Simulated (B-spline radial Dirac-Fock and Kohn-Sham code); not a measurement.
**X-ray form factors of indium in several charge states**

Method: configuration-average Dirac-Fock orbitals. Computed with a radial B-spline solver.

Configurations: In²⁹⁺ [Ar] 3d2; In³²⁺ [Ne] 3s2 3p5; In³⁵⁺ [Ne] 3s2 3p2; In³⁶⁺ [Ne] 3s2 3p1; In³⁷⁺ [Ne] 3s2; In³⁸⁺ [Ne] 3s1. The first column is f₀ of In²⁹⁺, the others are differences from it.

| s (Å⁻¹) | In²⁹⁺ | Δ In³²⁺ | Δ In³⁵⁺ | Δ In³⁶⁺ | Δ In³⁷⁺ | Δ In³⁸⁺ |
| --- | --- | --- | --- | --- | --- | --- |
| 0 | 20.000 | -3.000 | -6.000 | -7.000 | -8.000 | -9.000 |
| 0.05 | 19.977 | -2.994 | -5.987 | -6.985 | -7.983 | -8.981 |
| 0.1 | 19.909 | -2.975 | -5.950 | -6.942 | -7.934 | -8.926 |
| 0.15 | 19.796 | -2.944 | -5.888 | -6.870 | -7.852 | -8.835 |
| 0.2 | 19.640 | -2.902 | -5.801 | -6.770 | -7.739 | -8.708 |
| 0.25 | 19.442 | -2.848 | -5.692 | -6.644 | -7.596 | -8.548 |
| 0.3 | 19.205 | -2.783 | -5.562 | -6.492 | -7.425 | -8.356 |
| 0.35 | 18.929 | -2.708 | -5.411 | -6.318 | -7.227 | -8.134 |
| 0.4 | 18.619 | -2.625 | -5.242 | -6.122 | -7.005 | -7.884 |
| 0.45 | 18.277 | -2.533 | -5.057 | -5.906 | -6.760 | -7.610 |
| 0.5 | 17.907 | -2.434 | -4.856 | -5.674 | -6.497 | -7.314 |
| 0.6 | 17.093 | -2.220 | -4.421 | -5.168 | -5.922 | -6.669 |
| 0.7 | 16.207 | -1.990 | -3.953 | -4.624 | -5.303 | -5.974 |
| 0.8 | 15.277 | -1.754 | -3.470 | -4.061 | -4.663 | -5.253 |
| 0.9 | 14.329 | -1.518 | -2.987 | -3.499 | -4.021 | -4.530 |
| 1 | 13.388 | -1.290 | -2.520 | -2.954 | -3.398 | -3.827 |
| 1.1 | 12.476 | -1.076 | -2.080 | -2.439 | -2.809 | -3.162 |
| 1.2 | 11.609 | -0.879 | -1.676 | -1.965 | -2.266 | -2.548 |
| 1.4 | 10.057 | -0.547 | -0.998 | -1.169 | -1.351 | -1.511 |
| 1.6 | 8.782 | -0.303 | -0.506 | -0.589 | -0.682 | -0.751 |
